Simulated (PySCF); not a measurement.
C7H12BNSi.
Numbering: `[CH3:1][B:2]([CH3:3])[c:4]1[cH:5][cH:6][c:7]([SiH3:8])[cH:9][n:10]1` (hydrogens: H11, H12, H13 on C1; H14, H15, H16 on C3; H17 on C5; H18 on C6; H19, H20, H21 on Si8; H22 on C9)

The calculation used PBE0-D3(BJ)/def2-SVP geometry optimisation, gas phase in PySCF 2.14.0.

Problem. Give the optimised bond lengths and angles.

Solution. 
```tsv
bond	length (Å)
C1–B2	1.562
B2–C3	1.574
B2–C4	1.588
C4–C5	1.405
C5–C6	1.391
C6–C7	1.400
C7–Si8	1.880
C7–C9	1.407
C9–N10	1.324
C4–N10	1.349
C1–H11 and 3 like bonds	1.100
C1–H12, C3–H15	1.108
C5–H17	1.092
C6–H18	1.095
Si8–H19, Si8–H20, Si8–H21	1.494
C9–H22	1.098
```

Bonds in one row agree within 0.01 Å and their mean is given. A selection of angles:
```tsv
angle	degrees
C1–B2–C3	121.0
C1–B2–C4	119.0
B2–C4–C5	122.4
B2–C4–N10	117.3
C5–C4–N10	120.3
C4–C5–C6	120.1
C5–C6–C7	119.4
C6–C7–Si8	122.2
C6–C7–C9	116.4
Si8–C7–C9	121.5
C7–C9–N10	124.5
C4–N10–C9	119.3
```

Dihedral angles: C1–B2–C4–C5 -177° (antiperiplanar). The mirror-image conformer, all signs reversed, is as good.

B2 (three-coordinate boron) is planar (angles 121.0°, 120.1° and 119.0°, sum 360.0°, 0.00 Å off the plane of its three neighbours). Of the pairs four or more bonds apart, N10···H11 is among the closest relative to their van der Waals radii: 2.55 Å, 93 % of the sum of Bondi's values. Si8 (SiH3 silicon) is tetrahedral (angles from 108.1° to 110.7°). The 6-membered ring C4–C5–C6–C7–C9–N10 has internal angles of 116.4° to 124.5° (sum 720°, against 720° for a flat polygon); it is planar, 0.00 Å rms from its mean plane, widest ring torsion 0°. The C–N distances run from 1.324 Å (C9–N10, aromatic) to 1.349 Å (C4–N10, aromatic), a spread of 0.025 Å. N10 (pyridine-type nitrogen) is bent (angle 119.3°). The 3 B–C bonds span 1.562 Å (C1–B2, drawn single) to 1.588 Å (B2–C4, drawn single), a spread of 0.026 Å.

No PBE0-D3(BJ)/def2-SVP frequencies stand behind this structure, so it isn't proved a minimum.
